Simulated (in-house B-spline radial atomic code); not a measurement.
How numerical settings move a run on Ti³⁺, [Ar] 3d1. Computed with an all-electron radial atomic-structure program (B-spline basis): scalar-relativistic (X2C) AM05, spherical fractional occupations, Fermi nucleus of rms radius 3.5921 fm.

Command:
```bash
python run_scf.py task.json out
```
Settings of the sound reference run:
```
Z                22
electrons        19
configuration    [Ar] 3d1
hamiltonian      x2c
method           am05
spin_polarised   False
nucleus          fermi
rms_radius       3.5921
mass_number      48
atomic_mass      47.94794
speed_of_light   137.036
knot_spacing     0.22
spline_order     8
gauss_points     12
box_radius       16.22
max_iterations   70
damping          0.5
damped_steps     3
diis_vectors     10
tolerance        1e-08
start            Thomas-Fermi
```

Run time, properties included: 0.18 s on 1 thread of Arm Neoverse V2 (shared host).

It converges in 9 iterations to -850.000931 hartree, with 3d at -34.6456 eV. The other runs change the listed settings, some to values that make no sense; their results aren't properties of the atom or ion. Radii are in bohr (the nuclear one in fm), a minus after a letter asks for a j subshell, and «unchanged» means within 1e-8 hartree. The run stops when the residual is below 10 × tolerance × max(1, Z/10), or a noise floor if that is larger, and the energy moves by less than 1e-8 × √|E| hartree; so very loose and very tight tolerances often act alike.

| changed settings | outcome |
| --- | --- |
| first_knot = 0.000455 | converged in 9 iterations, energy -1.04e-05 hartree from the reference |
| first_knot = 4.55e-06 | converged in 8 iterations, energy +6.02e-08 hartree from the reference, 3d level -2.6e-06 eV |
| spline_order = 4, max_iterations = 75, diis_vectors = 2, tolerance = 0.0001 | converged in 9 iterations, energy +2.64e-04 hartree from the reference, 3d level -1.8e-04 eV |
| diis_vectors = 0 | converged in 20 iterations, energy unchanged |
| diis_vectors = 1 | converged in 29 iterations, energy unchanged, 3d level -9.2e-06 eV |
| electrons = 29, configuration = [Ar] 3d11, max_iterations = 75 | stopped with error: shell 3d holds at most 10 electrons |
| first_knot = 4.55e-05 | converged in 9 iterations, energy -1.42e-06 hartree from the reference, 3d level +2.7e-06 eV |
| electrons = 20, configuration = [Ar] 3d1 1f1, max_iterations = 50 | stopped with error: there is no 1f shell |
| diis_vectors = 2 | converged in 11 iterations, energy unchanged, 3d level -1.4e-05 eV |
| hamiltonian = dirac, method = hf, spin_polarised = True | stopped with error: spin polarisation is not served with the Dirac Hamiltonian |
| box_radius = 32.44, first_knot = 0.00455, max_iterations = 75 | converged in 9 iterations, energy -1.12e-03 hartree from the reference, 3d level +1.3e-05 eV |
| first_knot = 0.0136 | converged in 9 iterations, energy +4.13e-03 hartree from the reference, 3d level -3.5e-05 eV |
| first_knot = 0.0455 | converged in 9 iterations, energy +6.17e-02 hartree from the reference, 3d level -5.6e-04 eV |

(1) What happens with first_knot = 0.136?

(2) What happens with knot_spacing = 1, max_iterations = 100, damped_steps = 8?

(3) What happens with tolerance = 1e-06?

(4) What happens with gauss_points = 3, max_iterations = 100, diis_vectors = 20, tolerance = 1e-10, start = bare nucleus?

Answers

(1) Converged in 9 iterations, energy +5.48e-01 hartree from the reference, 3d level -5.0e-03 eV.

(2) Converged in 13 iterations, energy +2.48e+00 hartree from the reference, 3d level -3.2e-01 eV (the program warns: 3s reaches the box edge).

(3) Converged in 8 iterations, energy unchanged, 3d level -2.8e-06 eV.

(4) Converged in 28 iterations, energy -4.55e+04 hartree from the reference, 3d level +2.3e+00 eV.
